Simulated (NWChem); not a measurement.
PbI$_{3}$ anion; SMILES [I][Pb-]([I])[I]

Results from NWChem. Medium grid unless said otherwise, to which SCAN and Minnesota functionals are sensitive. Geometry: optimised at B3LYP/def2-SVPD. Not confirmed as a minimum by frequencies. def2 effective core potentials on I, Pb; no spin-orbit coupling. Level r2SCAN/def2-SVPD: energy and gradient; each run changes one setting, and changes count from the defaults (medium grid, exact Coulomb integrals, symmetry on).

```
setting                              size of the energy change (μHa)  largest change of a gradient component (μHa/bohr)  time, defaults = 1 (rough)
-----------------------------------  -------------------------------  -------------------------------------------------  --------------------------
defaults                                                        < 10                                               < 30                     about 1
coarse grid                                                       20                                               < 30                     about 1
tight SCF thresholds and tolerances                             < 10                                               < 30                     about 1
symmetry off                                                    < 10                                        other frame                           3
```
